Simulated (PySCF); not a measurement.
Working out the ionisation energy of Ga

Ga [Ar] 3d10 4s2 4p1 (2P) → Ga⁺ [Ar] 3d10 4s2 (1S). Calculation: PySCF 2.14, in aug-cc-pVDZ-PP with ECP10MDF (5s4p3d, 32 functions); a scalar-relativistic core potential. Frozen: 3s2 3p6 3d10. Energies in hartree (1 hartree = 27.21139 eV):

```csv
part,Ga (lower),Ga⁺ (upper)
UHF,-258.291230,-258.088334
CCSD correlation,-0.043398,-0.035418
(T),-0.000541,0.000000
```

Problem. What does Hartree-Fock give?

Solution. (-258.088334) − (-258.291230) = 0.202896 hartree = 5.521 eV.

Problem. What do CCSD and CCSD(T) give?

Solution. The CCSD correlation energies differ by 0.007980 hartree = 0.217 eV and the triples by 0.000541 hartree = 0.015 eV, so CCSD gives 5.738 eV and CCSD(T) 5.753 eV.

Measured between the centres of the two terms (NIST): 5.931 eV, so CCSD(T) (valence) is off by -0.178 eV.

A double-zeta basis recovers only part of the correlation energy.

What remains against the reference includes basis incompleteness, the frozen core and higher excitations.
